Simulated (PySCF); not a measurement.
How methods differ on the interval between two levels of Cl⁺

Cl⁺ [Ne] 3s2 3p4 [3P2, M_J = 2] → Cl⁺ [Ne] 3s2 3p3 4s1 [5S2, M_J = 2], as a difference of total energies. All numbers are calculated (PySCF 2.14, the two-component X2C-1e Hamiltonian, in x2c-TZVPall-2c with one added diffuse shell each of s, p type (6s7p2d1f, 44 functions)). Correlated levels: [Ne] frozen; the 6 highest virtual spinors dropped. "Screened" scales the spin-orbit matrix elements by Boettger's factors to mimic the two-electron term; Breit and QED terms are absent.

```
                    method  interval between two levels (cm⁻¹)
           GHF (spin-free)                              100940
          GMP2 (spin-free)                              105110
 GHF (screened spin-orbit)                              101310
GMP2 (screened spin-orbit)                              105470
```

Errors of the correlated levels include the incompleteness of this basis and the frozen core.

The labels give the starting determinants; with spin-orbit coupling the two ends relaxed to ⟨J²⟩ = 6.02, ⟨L²⟩ = 2.02, ⟨S²⟩ = 2.00 and ⟨J²⟩ = 6.00, ⟨L²⟩ = 0.00, ⟨S²⟩ = 6.00.

For comparison: 107880 cm⁻¹ (measured; NIST Handbook of Basic Atomic Spectroscopic Data (Sansonetti and Martin, J. Phys. Chem. Ref. Data 34, 1559 (2005))).
